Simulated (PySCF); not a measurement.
**Simulated absorption spectrum**

C6H9FOSi.
Geometry (PBE0-D3(BJ)/def2-SVP, Å), atoms numbered from 1 in this order:
```xyz
18
C6H9FOSi angstrom
C      3.7533   -0.3627   -0.7968
C      2.3703   -0.6115   -0.4422
C      1.2077   -0.8290   -0.1485
Si    -0.5132   -1.1420    0.3147
F     -0.5323   -2.5431    1.1345
C     -1.4714    0.1924    1.1983
C     -2.8610   -0.0318    0.5800
C     -2.6552   -0.4097   -0.8909
O     -1.5214   -1.2536   -1.0046
H      4.1522   -1.1867   -1.4092
H      3.8516    0.5689   -1.3752
H      4.3807   -0.2746    0.1037
H     -1.4684    0.1331    2.2956
H     -1.0637    1.1780    0.9142
H     -3.5195    0.8466    0.6727
H     -3.3613   -0.8662    1.0999
H     -2.4933    0.4975   -1.5029
H     -3.5326   -0.9329   -1.3032
```

Method: TDDFT B3LYP/def2-SVPD, vertical, gas phase, core orbitals frozen in the response in PySCF.

Computed states:

| state | E (eV) | f |
| --- | --- | --- |
| S1 | 5.86 | 0.0001 |
| S2 | 6.03 | 0.0054 |
| S3 | 6.04 | 0.0013 |
| S4 | 6.91 | 0.039 |
| S5 | 7.00 | 0.0061 |
| S6 | 7.05 | 0.038 |
| S7 | 7.08 | 0.0092 |
| S8 | 7.36 | 0.057 |
| S9 | 7.42 | 0.127 |
| S10 | 7.44 | 0.0058 |

Each state is given a Gaussian of 0.25 eV full width at half maximum, with ε(max) = 2.175×10⁸ f / Δν̃ (Δν̃ the width in cm⁻¹). The cross-section is σ = 3.8235×10⁻²¹ ε cm², given in Mb (10⁻¹⁸ cm²). The width is an assumption, not a result. The curve ends short of the highest state used, and states not computed would add to its high-energy end.

Problem. Give the broadened spectrum and its maxima.

Solution. 
λ (nm), σ (Mb) and a bar:
```
    181.2      16.16 ##############################
    182.0      12.09 ######################
    182.8       8.51 ################
    183.6       5.63 ##########
    184.4       3.49 ######
    185.2       2.03 ####
    186.1       1.02 ##
    186.9       0.52 #
    187.7       0.25 
    188.5       0.11 
    189.3       0.05 
    190.1       0.02 
    190.9       0.01 
    191.8       0.00 
    192.6       0.00 
    193.4       0.00 
    194.2       0.01 
    195.0       0.02 
    195.8       0.05 
    196.7       0.10 
    197.5       0.18 
    198.3       0.30 #
    199.1       0.48 #
    199.9       0.73 #
    200.7       1.04 ##
    201.6       1.44 ###
    202.4       1.82 ###
    203.2       2.18 ####
    204.0       2.48 #####
    204.8       2.69 #####
    205.6       2.76 #####
    206.5       2.69 #####
    207.3       2.50 #####
    208.1       2.22 ####
    208.9       1.88 ###
    209.7       1.53 ###
    210.5       1.19 ##
    211.3       0.90 ##
    212.2       0.62 #
    213.0       0.43 #
    213.8       0.29 #
    214.6       0.19 
    215.4       0.12 
    216.2       0.07 
    217.1       0.04 
    217.9       0.02 
    218.7       0.01 
    219.5       0.01 
    220.3       0.00 
    221.1       0.00 
    222.0       0.00 
    222.8       0.00 
    223.6       0.00 
    224.4       0.00 
    225.2       0.00 
    226.0       0.00
```

Maxima: 206 nm (6.03 eV), ε about 720, made up of S2 (80%) and S3 (19%) (ε in L mol⁻¹ cm⁻¹; maxima over ε = 5, shares over 10%). At its high-energy end, 6.84 eV, the curve is still rising (ε about 4100, from S4 and S6).

Problem. Coming from long wavelengths, where does ε first pass 100 L mol⁻¹ cm⁻¹?

Solution. At about 213 nm (5.82 eV), 0.05 eV below S1.

Problem. What would ε be at 6.03 eV, the highest of these maxima, with half the width (0.125 eV)?

Solution. About 1440 L mol⁻¹ cm⁻¹ against 722, a factor of about 1.99; a lone state at its own centre would give exactly 2.

The vertical ionisation energy (ΔSCF) is 9.55 eV, 2.11 eV above S10.

One conformer stands for the species.
